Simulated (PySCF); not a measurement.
# Electronic structure of Xe (xenon, neutral) at the LDA level

Configuration: [Kr] 4d10 5s2 5p5 6s1, high-spin 3P determinant (an excited configuration). Calculation: PySCF 2.14, in aug-cc-pVQZ-PP with one added diffuse shell each of s, p, d, f, g type with ECP28MDF (8s8p6d4f3g, 117 functions); a scalar-relativistic core potential.

```json
{"Total energy": "-328.6042 hartree", "One-electron energy": "-567.2077 hartree", "Hartree (Coulomb) energy": "261.6377 hartree", "Exchange-correlation energy": "-23.0342 hartree", "⟨S²⟩": "2.0012", "⟨L²⟩": "2.098", "Sum of ⟨r⟩": "35.28 bohr", "Sum of ⟨r²⟩": "85.18 bohr²", "Traceless quadrupole moment −½Σ⟨3z² − r²⟩ along its main axis": "-1.39 e·bohr²"}
```

```json
{"shell": "4s α", "electrons": "1", "mean orbital energy (eV)": "-200.95", "spread (eV)": "0", "rms radius, mean of both spins (bohr)": "0.769"}
{"shell": "4s β", "electrons": "1", "mean orbital energy (eV)": "-200.83", "spread (eV)": "0", "rms radius, mean of both spins (bohr)": "0.769"}
{"shell": "4p α", "electrons": "3", "mean orbital energy (eV)": "-145.33", "spread (eV)": "0.670", "rms radius, mean of both spins (bohr)": "0.824"}
{"shell": "4p β", "electrons": "3", "mean orbital energy (eV)": "-145.21", "spread (eV)": "0.516", "rms radius, mean of both spins (bohr)": "0.824"}
{"shell": "4d α", "electrons": "5", "mean orbital energy (eV)": "-63.694", "spread (eV)": "0.710", "rms radius, mean of both spins (bohr)": "0.942"}
{"shell": "4d β", "electrons": "5", "mean orbital energy (eV)": "-63.522", "spread (eV)": "0.500", "rms radius, mean of both spins (bohr)": "0.942"}
{"shell": "5s α", "electrons": "1", "mean orbital energy (eV)": "-24.547", "spread (eV)": "0", "rms radius, mean of both spins (bohr)": "1.93"}
{"shell": "5s β", "electrons": "1", "mean orbital energy (eV)": "-23.847", "spread (eV)": "0", "rms radius, mean of both spins (bohr)": "1.93"}
{"shell": "5p α", "electrons": "3", "mean orbital energy (eV)": "-12.371", "spread (eV)": "1.074", "rms radius, mean of both spins (bohr)": "2.37"}
{"shell": "5p β", "electrons": "2", "mean orbital energy (eV)": "-11.599", "spread (eV)": "0", "rms radius, mean of both spins (bohr)": "2.37"}
{"shell": "6s α", "electrons": "1", "mean orbital energy (eV)": "-2.343", "spread (eV)": "0", "rms radius, mean of both spins (bohr)": "5.96"}
```

Energies and moments cover only the electrons outside the core potential. The outer electron is Rydberg-like, and this basis confines it to a smaller radius and binds it less than a complete one would.
